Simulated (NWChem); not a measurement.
I$_{2}$Zn

SMILES: [I][Zn][I]
```xyz
3

Zn     0.0000     0.0000     0.0000
I      0.0000     0.0000    -2.4347
I      0.0000     0.0000     2.4347
```
Charge 0, spin multiplicity 1.

All runs are NWChem calculations. All single points use one geometry, from PBE/def2-SVP with def2 effective core potentials on I, a minimum by its harmonic frequencies.

Symmetry labels belong to the abelian group D2h used in the runs, with the axes of the coordinates shown; states degenerate in a higher group split over its labels.

Effective core potentials replace the inner electrons of I; spin-orbit coupling is left out. B3LYP has NWChem's definition, with VWN1-RPA local correlation. The structure started from a generated list of species.

Task: List the lowest 4 singlet excitations that TD-B3LYP/def2-SVP with def2 effective core potentials on I, VWN1-RPA local correlation gives, with oscillator strengths.

Result: 
```
state  symmetry  energy (eV)  wavelength (nm)      f
-----  --------  -----------  ---------------  -----
1           b2g         4.31              287  0.000
2           b3g         4.31              287  0.000
3           b3u         4.66              266  0.022
4           b2u         4.66              266  0.022
```
